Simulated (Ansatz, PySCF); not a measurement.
Gas-phase reaction R1 + R2 → P1, each structure at its B3LYP-D3(BJ)/def2-TZVP stationary point, reached from a drawn start (curvature not checked).
R1, Cl4Ti (SMILES [Cl][Ti]([Cl])([Cl])[Cl]) (charge 0, multiplicity 1):
```xyz
5

Ti     0.0000     0.0000     0.0000
Cl     1.2567     1.2567     1.2567
Cl     1.2567    -1.2567    -1.2567
Cl    -1.2567     1.2567    -1.2567
Cl    -1.2567    -1.2567     1.2567
```
P1: Cl4H2OTi (SMILES [OH2]->[Ti]([Cl])([Cl])([Cl])[Cl]), charge 0, multiplicity 1.
R2, H2O (SMILES O) (charge 0, multiplicity 1):
```tsv
atom	x (Å)	y (Å)	z (Å)
O	0.0000	0.0000	0.3896
H	0.0000	0.7650	-0.1949
H	0.0000	-0.7650	-0.1949
```

P less R. No zero-point or thermal terms; no spin–orbit coupling.

Correlated levels freeze the cores.

Codes used: Ansatz (Gaussian orbitals); PySCF for the D3/D4 terms. All values are computed, each at the level named.

Task: One of these levels gives -9.07 kcal/mol for the reaction energy. Which?
A) B3LYP-D3(BJ)/def2-TZVPP
B) BLYP/def2-TZVPP
C) MP2/def2-SVP

Result: A, B3LYP-D3(BJ)/def2-TZVPP. The others give -3.65 (BLYP/def2-TZVPP), -11.93 (MP2/def2-SVP)

Ansatz is a first-principles code.
